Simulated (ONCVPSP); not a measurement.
## Potentials for Al (Z = 13) compared

Generated with ld1.x 7.5 (TM, RRKJ, ultrasoft, PAW), atompaw 4.2 or ONCVPSP 4.0.1. The cutoff is in Ry: for ld1.x and atompaw files where the sum of valence levels is converged to 10 mRy in a Bessel basis, for ONCV files where the hardest occupied wave has 1 mHa per electron of residual kinetic energy. The error is the largest all-electron minus pseudo excitation energy over each file’s own four to seven test configurations (ionisations up to +4, promotions, holes and added fractions of an electron), all of which were solved. The labels leave out finer settings (local radius, basis sizes, second energies), which also bear on the numbers. Spin-polarised tests are not counted. The rows are a selection from randomly drawn settings: files with unsolved tests, undetermined cutoffs or missed reference levels are left out.

```csv
potential,cutoff (Ry),largest error (meV),bound ghosts
"ONCV, PBEsol, scalar-relativistic, rc 1.85/2.40 (sp), local smoothed, core correction no, reference 3s2 3p1, qcut 3.4/3.8, projectors 1/1",11,+34,none
"ONCV, PBE, scalar-relativistic, rc 2.15/2.75/2.65 (spd), local smoothed, core correction no, reference 3s2 3p1, qcut 3.8/2.8/3.9, projectors 2/2/1",10,+12,none
"ONCV, PBE, scalar-relativistic, rc 2.10/1.90 (sp), local smoothed, core correction yes, reference 3s2, qcut 3.4/4.2, projectors 2/2",11,+31,none
"ONCV, PBE, scalar-relativistic, rc 2.00/2.15/1.90 (spd), local smoothed, core correction yes, reference 3s1, qcut 2.6/3.1/4.5, projectors 1/2/1",43,+62,none
```

**Question.** Fill in the row for Al: ONCV, PBEsol, scalar-relativistic, rc 0.90/1.20 (sp), local smoothed, core correction yes, reference 2s2 2p6 3s1.5 3p1.5, qcut 15.2/9.4, projectors 2/2.

**Answer.** cutoff 137 Ry, largest error +1083 meV, bound ghosts: none.

**Question.** Fill in the row for Al: ONCV, PBE, scalar-relativistic, rc 1.25/0.85 (sp), local smoothed, core correction no, reference 2s2 2p6 3s1, qcut 10.8/17.7, projectors 3/2.

**Answer.** cutoff 222 Ry, largest error +154 meV, bound ghosts: none.
